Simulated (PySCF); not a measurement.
# Partial charges of `CC(C)C(F)C(C)C`

Compound: C7H15F.
Cartesian coordinates in Å at the PBE0-D3(BJ)/def2-SVP level; atoms count from 1:
```xyz
23
C7H15F angstrom
C      2.5771   -0.8272   -0.6988
C      1.4471    0.1480   -0.3889
C      1.8655    1.1642    0.6672
C      0.1955   -0.6158    0.0299
F     -0.1216   -1.5126   -0.9833
C     -1.0514    0.2118    0.3372
C     -1.4610    1.1004   -0.8325
C     -2.1935   -0.7066    0.7607
H      2.2629   -1.5680   -1.4460
H      3.4598   -0.2965   -1.0869
H      2.8872   -1.3714    0.2091
H      1.2020    0.6887   -1.3195
H      2.8114    1.6486    0.3816
H      2.0282    0.6774    1.6436
H      1.1175    1.9581    0.8074
H      0.4394   -1.2241    0.9229
H     -0.7958    0.8535    1.1982
H     -1.6272    0.4918   -1.7347
H     -2.3970    1.6335   -0.6071
H     -0.6984    1.8568   -1.0699
H     -1.9067   -1.3359    1.6177
H     -3.0814   -0.1246    1.0497
H     -2.4760   -1.3763   -0.0654
```

Density: PBE0/pcSseg-1 (PySCF); schemes: Mulliken, IAO, Hirshfeld and ESP-fitted. Geometry: PBE0-D3(BJ)/def2-SVP, one conformer, isolated molecule.

Problem. At which atom do the 4 schemes differ most?

Solution. At C2: from -0.389 (Mulliken) to +0.382 e (ESP-fitted), 0.771 e apart.

Problem. Do the Mulliken, IAO, Hirshfeld and ESP-fitted schemes agree on where the charge is lowest?

Solution. The schemes don't all agree: Mulliken C2 (-0.389); IAO C7 (-0.412); Hirshfeld C1 and C8 (-0.120); ESP-fitted C3 (-0.578).

Problem. What partial charge does each atom carry?

Solution. In e:

```tsv
atom	environment	Mulliken	IAO	Hirshfeld	ESP-fitted
C1	methyl carbon	-0.214	-0.410	-0.120	-0.527
C2	sp3 CH carbon	-0.389	-0.107	-0.030	+0.382
C3	methyl carbon	-0.238	-0.410	-0.113	-0.578
C4	sp3 C–F carbon	+0.259	+0.183	+0.068	+0.011
F5	alkyl fluorine	-0.345	-0.340	-0.098	-0.244
C6	sp3 CH carbon	-0.387	-0.106	-0.029	+0.369
C7	methyl carbon	-0.232	-0.412	-0.119	-0.505
C8	methyl carbon	-0.212	-0.409	-0.120	-0.566
H9	methyl hydrogen	+0.132	+0.150	+0.035	+0.131
H10	methyl hydrogen	+0.115	+0.135	+0.040	+0.127
H11	methyl hydrogen	+0.102	+0.127	+0.035	+0.132
H12	methine hydrogen	+0.128	+0.129	+0.035	+0.007
H13	methyl hydrogen	+0.120	+0.141	+0.043	+0.153
H14	methyl hydrogen	+0.108	+0.130	+0.037	+0.127
H15	methyl hydrogen	+0.127	+0.134	+0.039	+0.131
H16	methine hydrogen	+0.092	+0.117	+0.033	+0.068
H17	methine hydrogen	+0.127	+0.128	+0.037	-0.008
H18	methyl hydrogen	+0.122	+0.142	+0.036	+0.131
H19	methyl hydrogen	+0.117	+0.137	+0.040	+0.130
H20	methyl hydrogen	+0.120	+0.131	+0.037	+0.107
H21	methyl hydrogen	+0.111	+0.132	+0.038	+0.122
H22	methyl hydrogen	+0.115	+0.135	+0.039	+0.141
H23	methyl hydrogen	+0.123	+0.143	+0.035	+0.159
```

Mean size of the charges over all atoms: ESP-fitted 0.211 e, IAO 0.191 e, Mulliken 0.175 e, Hirshfeld 0.055 e. Each set sums to the total charge, 0, to within 0.001 e. The Mulliken scheme counts on each atom the diagonal of the density matrix times the overlap matrix over that atom's basis functions. The IAO scheme counts the electrons in orthogonalised intrinsic atomic orbitals, a minimal basis polarised so that it spans the occupied orbitals exactly.

Problem. How closely do the schemes follow one another over all atoms?

Solution. Correlation coefficient and root-mean-square difference: IAO with Hirshfeld 1.00, 0.157 e; Mulliken with Hirshfeld 0.85, 0.147 e; Mulliken with IAO 0.85, 0.116 e; IAO with ESP-fitted 0.80, 0.164 e; Hirshfeld with ESP-fitted 0.80, 0.228 e; Mulliken with ESP-fitted 0.38, 0.271 e.

Problem. How many electrons does the Mulliken scheme count on C2?

Solution. Z − q = 6 − (-0.389) = 6.389.

Problem. Sum the charges by element, for elements with more than one atom.

Solution. 
| element | atoms | Mulliken | IAO | Hirshfeld | ESP-fitted |
| --- | --- | --- | --- | --- | --- |
| C | 7 | -1.414 | -1.671 | -0.462 | -1.413 |
| H | 15 | +1.758 | +2.011 | +0.561 | +1.658 |
